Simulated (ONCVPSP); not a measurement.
# boron, ONCV: configuration errors across variants

```
Element                 : B
Generator               : ONCVPSP 4.0.1
Type                    : optimised norm-conserving Vanderbilt (ONCV)
Functional              : LDA (Perdew-Wang 92)
Relativity              : scalar-relativistic
Frozen core             : [He]
Valence charge          : 3
Reference configuration : 2s2 2p1
Partial waves           : 2s: rc 1.50 bohr, ncon 3, nbas 7, qcut 5.1 1/bohr, 3 projectors, debl 1.8 Ha; 2p: rc 2.60 bohr, ncon 4, nbas 9, qcut 5.5 1/bohr, 3 projectors, debl 0.7 Ha
Local potential         : polynomial inside 1.20 bohr (lpopt 3, dvloc0 1 Ha)
Core correction         : polynomial model core, fcfact 0.65
```

All-electron excitation energies from the reference (eV): (1) 2s2 2p0 8.321; (2) 2s1 2p0 33.619; (3) 2s2 2p0.5 2.940; (4) 2s0 2p3 11.399.

Errors AE − PS in meV (a dash: test not solved or not reliable):

| change | (1) | (2) | (3) | (4) | bound ghosts | GHOST(+) flags above zero |
| --- | --- | --- | --- | --- | --- | --- |
| base | +44 | +137 | +6.5 | -8.4 | none | none |
| s: debl 1.95 | +44 | +137 | +6.5 | -8.4 | none | none |
| s: qcut 5.7; p: qcut 6.1 | +35 | +117 | +5.1 | -2.5 | none | none |
| p: rc 2.28 | +31 | +100 | +4.4 | +2.0 | none | none |
| local potential polynomial inside 1.15 bohr (lpopt 1, dvloc0 0 Ha) | +44 | +137 | +6.5 | -8.4 | none | none |
| s: nproj 2 | +44 | +137 | +6.5 | -8.4 | none | none |
| p: nbas 8 | +43 | +135 | +6.4 | -7.9 | none | none |
| core correction polynomial model core, fcfact 0.38 | +44 | +138 | +6.5 | -8.3 | none | none |

Question: Give the same row for: p: rc 2.44.

Answer: +37, +117, +5.4, -2.7; bound ghosts: none; GHOST(+) flags above zero: none.
